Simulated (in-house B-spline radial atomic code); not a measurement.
RPA and G0W0 for Ba III (Ba2+), [Kr] 4d10 5s2 5p6, as one setting changes: the radius of a hard wall (bohr). Start: Hartree-Fock. A dash marks a level of low quasi-particle weight. Computed with an all-electron radial atomic-structure program (B-spline basis): all electrons, scalar-relativistic (spin-free one-electron X2C), finite nucleus, each spin shell either full or empty, empty states to l = 9 with an (l + 1/2)⁻⁴ tail; G0W0 by contour deformation at full frequency.

Spin-orbit coupling, left out, splits p levels strongly here.

| radius of a hard wall (bohr) | mean-field level (eV) | G0W0 level (eV) | RPA correlation (Eh) |
| --- | --- | --- | --- |
| 2 | 30.61 | 5p 29.004 | -4.2376 |
| 2.5 | -11.744 | 5p -13.131 | -4.1092 |
| 3 | -26.531 | 5p -27.763 | -4.0491 |
| 3.5 | ? | ? | ? |
| 4 | -34.68 | 5p -35.68 | -4.0071 |
| 5 | ? | ? | ? |
| 6 | -36.17 | 5p -37.02 | -3.9974 |
| 8 | -36.19 | 5p -37.03 | -3.9963 |
| 12 | -36.19 | 5p -37.03 | -3.9953 |

Question: What belongs in the row for 3.5?

Answer: mean-field level (eV): -32.32; G0W0 level (eV): 5p -33.43; RPA correlation (Eh): -4.0202.

Question: What belongs in the row for 5?

Answer: mean-field level (eV): -35.99; G0W0 level (eV): 5p -36.87; RPA correlation (Eh): -3.9991.
